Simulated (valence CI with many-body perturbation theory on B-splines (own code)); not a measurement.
E1 line list for Rh⁶⁺

Computed by valence CI with perturbative core correlation (CI+MBPT): three valence electrons over a frozen Dirac-Fock core [Kr], radial functions for each j: 7 s, 7 p, 8 d, 6 f, 4 g, 1 h, with the one-electron correlation potential Σ1, the two-electron term Σ2, the three-electron term Σ3, Breit, model QED; selected CI, second order for the rest (own B-spline code, finite nucleus).

No measured spectrum was set against this ion. As an estimate, terms of the open shell hold to 2 to 4 % of their energy, and close levels can change places; different configurations can be misplaced against each other by 1,000 to 8,000 cm⁻¹. The list stops below the first excitations out of the core.

Lines 1 to 50 of 283 in falling wavelength, among levels below 37.094 eV, chosen from the strongest by gf and those to the six lowest levels. Wavelengths and rates use the calculated energies, so an error of 2000 cm⁻¹ moves a line at 412.8 nm by 8.3 % and its rate by three times that or more. Electric multipoles are in the length gauge, E1 and E2 with the static RPA response of the core. Weak lines are less certain than strong ones. Lines between different terms over intervals too small for the method are left out, as are lines whose strength nearly cancels. The highest levels of a list are the least certain.

Names give the largest LS component (configuration and term), which can be under half, so a name can repeat, a term be missing and a line seem to break the LS rules; names also repeat where a configuration has a term twice.

```tsv
λ vac (nm)	Upper	Lower	A (s⁻¹)	log gf	Branch %
412.8	4d2.5p 4F°_3/2	4d2.5s 2S_1/2	1.65e+03	-4.77	0.0
319.7	4d2.5p 2D°_3/2	4d2.5s 2S_1/2	1.64e+04	-4.00	0.0
318.7	4d2.5p 4D°_1/2	4d2.5s 2S_1/2	8.76e+04	-3.57	0.0
297.7	4d2.5p 4D°_3/2	4d2.5s 2S_1/2	1.27e+05	-3.17	0.0
288.2	4d2.5p 2S°_1/2	4d2.5s 2S_1/2	1.32e+04	-4.48	0.0
200.7	4d2.5p 4G°_5/2	4d2.5s 2P_3/2	7.88e+04	-3.54	0.0
192.7	4d2.5p 4G°_5/2	4d2.5s 2G_7/2	8.87e+05	-2.53	0.0
189.3	4d2.5p 4F°_3/2	4d2.5s 2P_3/2	8.30e+05	-2.75	0.0
180.4	4d2.5p 4G°_5/2	4d2.5s 2D_5/2	4.38e+04	-3.89	0.0
179.7	4d2.5p 4F°_5/2	4d2.5s 2P_3/2	9.32e+06	-1.57	0.1
179.0	4d2.5p 4F°_3/2	4d2.5s 2P_1/2	1.23e+07	-1.63	0.1
177.7	4d2.5p 4G°_7/2	4d2.5s 2G_7/2	8.68e+05	-2.48	0.0
177.2	4d2.5p 4G°_7/2	4d2.5s 2G_9/2	7.81e+05	-2.53	0.0
173.3	4d2.5p 4F°_5/2	4d2.5s 2G_7/2	1.08e+05	-3.53	0.0
171.2	4d2.5p 4G°_5/2	4d2.5s 2D_3/2	4.21e+06	-1.95	0.1
171.1	4d2.5p 4F°_3/2	4d2.5s 2D_5/2	5.82e+05	-2.99	0.0
168.8	4d2.5p 2F°_5/2	4d2.5s 2P_3/2	6.42e+06	-1.78	0.1
167.1	4d2.5p 4G°_7/2	4d2.5s 2D_5/2	1.50e+06	-2.30	0.0
167.0	4d2.5p 2D°_3/2	4d2.5s 2P_3/2	2.49e+06	-2.38	0.0
166.7	4d2.5p 4D°_1/2	4d2.5s 2P_3/2	2.47e+06	-2.69	0.0
164.6	4d2.5p 4G°_9/2	4d2.5s 2G_7/2	2.14e+05	-3.06	0.0
164.2	4d2.5p 4G°_5/2	4d2.5s 4P_3/2	6.38e+05	-2.81	0.0
164.1	4d2.5p 4G°_9/2	4d2.5s 2G_9/2	4.60e+06	-1.73	0.1
163.7	4d2.5p 4G°_5/2	4d2.5s 4P_5/2	6.36e+04	-3.81	0.0
163.2	4d2.5p 4F°_5/2	4d2.5s 2D_5/2	2.71e+06	-2.19	0.0
163.2	4d2.5p 2F°_5/2	4d2.5s 2G_7/2	1.37e+06	-2.48	0.0
162.9	4d2.5p 4F°_3/2	4d2.5s 2D_3/2	6.84e+06	-1.96	0.1
162.3	4d2.5p 4F°_7/2	4d2.5s 2G_7/2	1.55e+06	-2.31	0.0
161.9	4d2.5p 4F°_7/2	4d2.5s 2G_9/2	4.94e+05	-2.81	0.0
160.8	4d2.5p 4D°_3/2	4d2.5s 2P_3/2	4.46e+06	-2.16	0.0
158.9	4d2.5p 2D°_3/2	4d2.5s 2P_1/2	3.43e+07	-1.28	0.2
158.6	4d2.5p 4D°_1/2	4d2.5s 2P_1/2	8.31e+06	-2.20	0.0
158.5	4d2.5p 4D°_5/2	4d2.5s 2P_3/2	2.17e+06	-2.31	0.0
158.1	4d2.5p 4G°_5/2	4d2.5s 2F_7/2	4.56e+04	-3.99	0.0
158.0	4d2.5p 2S°_1/2	4d2.5s 2P_3/2	2.39e+08	-0.75	2.1
156.6	4d2.5p 2F°_7/2	4d2.5s 2G_7/2	4.14e+06	-1.91	0.0
156.6	4d2.5p 4F°_3/2	4d2.5s 4P_3/2	7.11e+04	-3.98	0.0
156.2	4d2.5p 2F°_7/2	4d2.5s 2G_9/2	3.86e+06	-1.95	0.0
156.0	4d2.5p 4F°_3/2	4d2.5s 4P_5/2	1.09e+06	-2.80	0.0
155.7	4d2.5p 4F°_5/2	4d2.5s 2D_3/2	1.58e+07	-1.46	0.1
154.3	4d2.5p 4F°_3/2	4d2.5s 4P_1/2	2.18e+06	-2.51	0.0
154.2	4d2.5p 2F°_5/2	4d2.5s 2D_5/2	2.88e+06	-2.21	0.0
153.9	4d2.5p 4F°_9/2	4d2.5s 2G_7/2	9.25e+02	-5.48	0.0
153.5	4d2.5p 4F°_9/2	4d2.5s 2G_9/2	1.38e+07	-1.31	0.1
153.5	4d2.5p 4F°_7/2	4d2.5s 2D_5/2	6.19e+06	-1.76	0.0
153.5	4d2.5p 4D°_5/2	4d2.5s 2G_7/2	2.24e+06	-2.32	0.0
153.3	4d2.5p 4D°_3/2	4d2.5s 2P_1/2	9.44e+07	-0.88	0.6
152.7	4d2.5p 2D°_3/2	4d2.5s 2D_5/2	1.86e+06	-2.58	0.0
152.7	4d2.5p 4G°_7/2	4d2.5s 4P_5/2	2.11e+06	-2.23	0.1
150.7	4d2.5p 2S°_1/2	4d2.5s 2P_1/2	2.70e+08	-0.74	2.4
```

(1) How does gf follow from A for the line at 166.7 nm?

Results:

(1) gf = 1.4992 × (2J+1)_upper × A / σ², with σ = 59972 cm⁻¹ and 2J+1 = 2: gf = 0.00206.
